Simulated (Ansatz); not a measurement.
Geometry optimisation, RKS PBE0-D4/STO-3G in Ansatz.

Input file:

```yaml
crystal:
  periodic: [false, false, false]
  atoms:
    - { symbol: C, position_ang: [1.5165, -0.1187, 1.4453] }
    - { symbol: C, position_ang: [0.3614, -0.4806, 0.498] }
    - { symbol: "N", position_ang: [-0.1577, -1.6779, 0.4519] }
    - { symbol: Si, position_ang: [-0.287, 0.8485, -0.6662] }
    - { symbol: "N", position_ang: [-2.055, 0.9348, -0.5365] }
    - { symbol: S, position_ang: [-0.0812, 0.2274, -2.6872] }
    - { symbol: H, position_ang: [1.9196, -0.9482, 1.9345] }
    - { symbol: H, position_ang: [1.1106, 0.6207, 2.1891] }
    - { symbol: H, position_ang: [2.2689, 0.4505, 0.924] }
    - { symbol: H, position_ang: [0.3459, -2.2861, 1.1727] }
    - { symbol: H, position_ang: [0.1956, 2.1911, -0.4518] }
    - { symbol: H, position_ang: [-2.3796, -0.0054, -0.4014] }
    - { symbol: H, position_ang: [-2.4696, 1.2952, -1.4264] }
    - { symbol: H, position_ang: [-0.3013, -1.0804, -2.4173] }
basis:
  gaussian: { orbitals: STO-3G }
hamiltonian:
  xc: pbe0
  dispersion: d4
relax:
  f_tol: 0.02
  max_steps: 40
scf:
  lower_state_search: "off"
output:
  orbitals: {}
```

Run as:

```bash
$ ansatz run input.yaml --threads 1 --pin off --max-ram 2048MiB --backend cpu --events-out ev --progress --plain --runs-dir out
```

Problem. Where does it end, and by what steps?

Solution. The forces met the threshold. Limits of this set-up: minimal basis. After 27 steps the energy has fallen by 0.547 eV; N3 moved furthest, 1.13 Å.

```tsv
step	energy less start (eV)	largest force component (eV/Å)	accepted
0	0.0000	3.190	yes
1	-0.3936	0.960	yes
2	-0.4327	0.683	yes
3	-0.4575	0.627	yes
4	-0.4740	0.198	yes
5	-0.4762	0.109	yes
6	-0.4784	0.052	yes
7	-0.4803	0.101	yes
8	-0.4812	0.117	yes
9	-0.4822	0.096	yes
10	-0.4832	0.087	yes
11	-0.4846	0.152	yes
12	-0.4865	0.340	yes
13	-0.4895	0.321	yes
14	-0.4909	0.451	yes
15	-0.4438	1.117	no
16	-0.5037	0.310	yes
17	-0.5143	0.136	yes
18	-0.5232	0.275	yes
19	-0.5304	0.309	yes
20	-0.5343	0.346	yes
21	-0.5404	0.259	yes
22	-0.5375	0.337	no
23	-0.5450	0.130	yes
24	-0.5430	0.154	no
25	-0.5466	0.035	yes
26	-0.5449	0.114	no
27	-0.5471	0.018	yes
```

```xyz
14
Properties=species:S:1:pos:R:3
C 1.020 -0.042 1.576
C 0.572 -0.536 0.198
N 0.720 -1.757 -0.248
Si -0.300 0.674 -0.964
N -1.731 1.250 -0.087
S -0.607 -0.418 -2.747
H 1.417 -0.864 2.188
H 0.171 0.421 2.102
H 1.800 0.727 1.471
H 1.213 -2.332 0.511
H 0.506 1.859 -1.166
H -2.465 0.503 -0.054
H -2.191 2.021 -0.627
H -0.138 -1.535 -2.122
```

Whether the end is a true minimum wasn't checked by a vibrational analysis.

The run took 71 s on 1 thread of Intel(R) Xeon(R) Platinum 8375C CPU @ 2.90GHz (Ice Lake), with other jobs on the host, peak memory 0.16 GiB.
